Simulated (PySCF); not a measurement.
`CC=C=C=C=C(C)C(F)(F)F`, C8H7F3

Geometry:
```csv
atom,x (Å),y (Å),z (Å)
C1,-4.179,-0.084,-0.261
C2,-3.121,-0.034,0.795
C3,-1.822,-0.024,0.574
C4,-0.558,-0.015,0.356
C5,0.704,0.003,0.144
C6,2.008,-0.009,-0.067
C7,2.845,-1.250,-0.148
C8,2.746,1.293,-0.242
F9,3.678,1.441,0.711
F10,1.947,2.352,-0.196
F11,3.392,1.317,-1.416
H12,-4.822,-0.969,-0.123
H13,-4.835,0.800,-0.190
H14,-3.746,-0.118,-1.269
H15,-3.455,0.001,1.841
H16,3.338,-1.317,-1.131
H17,3.638,-1.227,0.616
H18,2.232,-2.146,0.003
```

Method: TDDFT CAM-B3LYP/aug-cc-pVDZ circular dichroism and optical rotation, one conformer, gas phase in PySCF. Geometry: PBE0-D3(BJ)/def2-SVP.

No stereocentre is labelled: unless the shape is locked (an allene, a helicene, a hindered biaryl), the mirror image is equally populated and a measured rotation or CD is zero.

(1) Draw the ECD and absorption spectra from the lowest 12 states, each a Gaussian of half-width 0.2 eV at 1/e height.

Answers

(1) 
| E (eV) | λ (nm) | Δε (L mol⁻¹ cm⁻¹) | ε (L mol⁻¹ cm⁻¹) |
| --- | --- | --- | --- |
| 3.22 | 385 | 0.00 | 0 |
| 3.32 | 373 | 0.00 | 0 |
| 3.42 | 362 | -0.02 | 0.0856 |
| 3.52 | 352 | -0.06 | 0.302 |
| 3.62 | 342 | -0.14 | 0.661 |
| 3.72 | 333 | -0.21 | 0.954 |
| 3.82 | 324 | -0.25 | 1.05 |
| 3.92 | 316 | -0.28 | 1.03 |
| 4.02 | 308 | -0.26 | 0.867 |
| 4.12 | 301 | -0.16 | 0.521 |
| 4.22 | 294 | -0.06 | 0.227 |
| 4.32 | 287 | -0.01 | 0.552 |
| 4.42 | 280 | 0.00 | 5.7 |
| 4.52 | 274 | +0.02 | 39 |
| 4.62 | 268 | +0.07 | 162 |
| 4.72 | 263 | +0.17 | 407 |
| 4.82 | 257 | +0.25 | 622 |
| 4.92 | 252 | +0.23 | 577 |
| 5.02 | 247 | +0.13 | 324 |
| 5.12 | 242 | +0.04 | 111 |
| 5.22 | 237 | +0.01 | 31.5 |
| 5.32 | 233 | -0.01 | 163 |
| 5.42 | 229 | -0.15 | 1800 |
| 5.52 | 225 | -1.02 | 12300 |
| 5.62 | 221 | -4.12 | 50600 |
| 5.72 | 217 | -9.85 | 127000 |
| 5.82 | 213 | -12.91 | 193000 |
| 5.92 | 209 | -6.08 | 179000 |
| 6.02 | 206 | +7.77 | 102000 |
| 6.12 | 203 | +17.40 | 38600 |
| 6.22 | 199 | +16.91 | 11900 |
| 6.32 | 196 | +10.13 | 4050 |
| 6.42 | 193 | +3.96 | 1500 |
| 6.52 | 190 | +0.59 | 824 |
| 6.62 | 187 | -2.22 | 1000 |
| 6.72 | 184 | -5.01 | 1310 |
| 6.82 | 182 | -4.76 | 1370 |

Δε uses R in velocity form, ε uses f in length form. Only the states computed contribute, so the short-wavelength end is incomplete.
